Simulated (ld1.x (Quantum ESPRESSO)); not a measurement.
Before and after: TM potential for sulfur

* Element: sulfur
* Generator: ld1.x (Quantum ESPRESSO) 7.5
* Type: norm-conserving Troullier–Martins (Kleinman–Bylander form)
* Functional: PBE
* Relativity: non-relativistic
* Frozen core: [Ne]
* Valence charge: 6
* Reference configuration: 3s2 3p4
* Partial waves: 3p (bound): rc 1.40 bohr; 3s (bound): rc 1.40 bohr
* Local potential: the s channel
* Core correction: none

All-electron outer shells of the reference configuration (PBE, non-relativistic, ld1.x):

```
shell  level (eV)  outermost node (bohr)  outermost maximum (bohr)
   2p     -156.49                      –                      0.33
   3s      -17.14                   0.60                      1.42
   3p       -7.02                   0.58                      1.61
```

Change: all radii scaled by about 0.90 (s 1.26, p 1.26 bohr).

Cutoffs: the cutoffs (Ry, on a coarse ladder) from which the occupation-weighted sum of valence levels, in a spherical-Bessel basis at the reference potential, stays within 10 and 1 mRy of its value at 400 Ry; they do not see the model core or the augmentation charge, which bear on the density cutoff. Errors are all-electron minus pseudo energies relative to the spin-unpolarised reference configuration.

What does the change do?

The potential gets harder (40 Ry and 60 Ry → 55 Ry and 110 Ry); of the 7 tests that both files solve, the error grows in 1 and shrinks in 0 by more than 15 % and 0.3 meV (median size 2.6 → 2.8 meV); neither file shows a bound ghost. A smaller radius makes the pseudo-wave follow the all-electron one further in, where it bends more sharply, so more plane waves are needed.

```csv
quantity,base,changed
"cutoff, loose",40 Ry,55 Ry
"cutoff, tight",60 Ry,110 Ry
loose cutoff by channel (10 mRy a level),"p 10 Ry, s 21 Ry","p 12 Ry, s 21 Ry"
bound ghosts,none,none
"error for 3s2 3p3, meV [ΔE 11.78 eV]",+2.6,+2.8
"error for 3s2 3p2, meV [ΔE 34.08 eV]",+18,+18
"error for 3s2 3p1, meV [ΔE 68.13 eV]",+62,+62
"error for 3s1 3p5, meV [ΔE 10.18 eV]",+0.5,+1.6
"error for 3s2 3p4.3, meV [ΔE -1.71 eV]",+0.1,+0.1
"error for 3s2 3p0, meV [ΔE 114.93 eV]",+170,+162
"error for 3s2 3p3.5, meV [ΔE 4.67 eV]",+0.5,+0.5
```
